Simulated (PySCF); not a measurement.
ZrBr3, SMILES [Br][Zr]([Br])[Br] (connectivity only; charge and spin as stated), neutral, multiplicity 2. Atoms are numbered in the order given.

```xyz
4

Zr     0.0000     0.0000     0.0000
Br     2.4952     0.0000     0.0000
Br    -1.2476    -2.1609     0.0000
Br    -1.2476     2.1609     0.0000
```
Charge 0, spin multiplicity 2.

The structure is a stationary point at B3LYP-D3(BJ)/def2-SVP. The multiplicity is an assumed one; other spin states were not compared. The def2 effective core potentials stand for the cores of Zr; spin–orbit coupling is left out.

These are PBE/def2-TZVP (PySCF) values and carry that method's errors.

Isolated molecule, no solvent.

The total energy comes out as -7768.58325 hartree and the point group is D3h. The α spin, highest occupied and lowest empty level is -5.01 and -3.74 eV and the β spin, highest occupied and lowest empty level is -7.64 and -3.39 eV. The dipole moment is 0.00 D, the quadrupole, principal values (traceless, Buckingham form, about the centre of nuclear charge) is -1.70, -1.70, 3.41 D·Å and the mean static polarisability is 113.2 bohr³ (16.78 Å³). The polarisability, principal values comes out as 89.0, 125.4, 125.4 bohr³ and the ⟨S²⟩ comes out as 0.754 (pure state 0.75).
